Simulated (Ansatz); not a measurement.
Compare A (`COB(C)O`) with its isomer B (`CBOCO`).

Gas-phase electronic energies from Ansatz, PBE0-D4/def2-TZVP geometries. CCSD(T)/CBS is the MP2 limit (def2-TZVPP, def2-QZVPP) plus CCSD(T) − MP2 in def2-TZVPP, frozen cores. DFT in def2-TZVPP. One conformer a species, not always the lowest.

(1) Which isomer does CCSD(T)/CBS put lower? Give the gap. (Estimate.)

(2) Give E(B) − E(A) in kJ/mol with PBE0-D4, BLYP-D4, CCSD(T)/def2-SVP, MP2/def2-TZVPP, CCSD/def2-TZVPP, B2PLYP, CCSD(T)/def2-TZVPP. (Estimate.)

(3) Does the order hold for the free energy at 298.15 K (harmonic terms from PBE0-D4)? (An estimate is asked.)

Largest T1 diagnostic: 0.012.

Results:

(1) Ansatz gave: A, by 182.2 kJ/mol.

(2) Computed: PBE0-D4 178.4, BLYP-D4 177.2, CCSD(T)/def2-SVP 185.7, MP2/def2-TZVPP 185.4, CCSD/def2-TZVPP 181.5, B2PLYP 180.6, CCSD(T)/def2-TZVPP 180.8. None reverses the order clearly.

(3) The calculation gave: Yes: G(B) − G(A) = +179.3 kJ/mol, for one conformer each. Modes under 60 cm⁻¹, often nearly free rotors, make the harmonic entropy too high.

From BLYP to BHLYP (50 % exact exchange), in def2-TZVPP and without D4, E(B) − E(A) moves by +7.9 kJ/mol. At CCSD(T), def2-SVP lies +3.5 kJ/mol from the extrapolated value and def2-TZVPP −1.4 kJ/mol.
